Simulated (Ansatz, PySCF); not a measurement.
This Ansatz (a quantum-chemistry and plane-wave program) input computes a BLYP/def2-TZVPD energy:

Ansatz 0.2 input:
```yaml
crystal:
  periodic: [false, false, false]
  atoms:
    - {symbol: Pb, position_ang: [-0.00000000, -0.00000000, -0.17080970]}
    - {symbol: O, position_ang: [0.00000000, 0.00000000, 1.75079948]}
basis:
  gaussian:
    orbitals: def2-TZVPD
hamiltonian:
  xc: {name: BLYP}
output: {forces: true}
```

Write an input for the same energy in PySCF and say what it gives.


```python
from pyscf import gto, scf, dft

mol = gto.M(
    atom='''
    Pb   -0.00000000   -0.00000000   -0.17080970
    O     0.00000000    0.00000000    1.75079948
    ''',
    basis='def2-tzvpd',
    ecp='def2-tzvp',
    charge=0,
    spin=0,
    verbose=4,
)

mf = dft.RKS(mol, xc='blyp').density_fit(auxbasis='def2-universal-jkfit')
mf.grids.level = 3
mf.conv_tol = 1e-9
mf.max_cycle = 100
mf.max_memory = 1500
mf.kernel()
if not mf.converged:
    mf = mf.newton()
    mf.kernel(mf.make_rdm1())
mf.analyze()
```
It gives -268.10353 Eh, and Ansatz -268.10351 Eh, a difference of 0.02 mEh, from the treatment of integrals and grids.
